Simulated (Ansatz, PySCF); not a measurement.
AlI3, SMILES [I][Al]([I])[I]. Atoms are numbered in the order given.

```xyz
4

Al     0.0000     0.0000     0.0000
I     -2.4527     0.0000     0.0000
I      1.2264     2.1240     0.0000
I      1.2264    -2.1240     0.0000
```
Charge 0, spin multiplicity 1.

The structure is a stationary point at PBE0-D3(BJ)/def2-SVP. The isomer is the one that the SMILES or the coordinates give; other isomers of the formula were not compared. The def2 effective core potentials stand for the cores of I; spin–orbit coupling is left out.

Two levels are set side by side: PBE-D3(BJ)/def2-SVP (Ansatz, a first-principles code) and PBE0-D3(BJ)/def2-SVP (Ansatz). Each level has its own optimised geometry; the coordinates shown are those of the second. Frequencies come from the Hessian of PySCF at each geometry. Differences are taken from unrounded values.

| quantity | PBE0-D3(BJ) | PBE-D3(BJ) | PBE-D3(BJ) minus PBE0-D3(BJ) |
|---|---|---|---|
| mean bond length (Å) | 2.453 | 2.472 | 0.019 |
| bond Al1–I2 (Å) | 2.453 | 2.472 | 0.019 |
| bond Al1–I3 (Å) | 2.453 | 2.472 | 0.019 |
| bond Al1–I4 (Å) | 2.453 | 2.472 | 0.019 |
| highest harmonic wavenumber (cm⁻¹) | 440 | 424 | -16 |
| mean harmonic wavenumber (cm⁻¹) | 220 | 211 | -9 |
| zero-point energy (kcal/mol) | 1.88 | 1.81 | -0.07 |

Exact exchange shortens and stiffens bonds; PBE has none. Differences between two approximate levels are no errors against the true value.
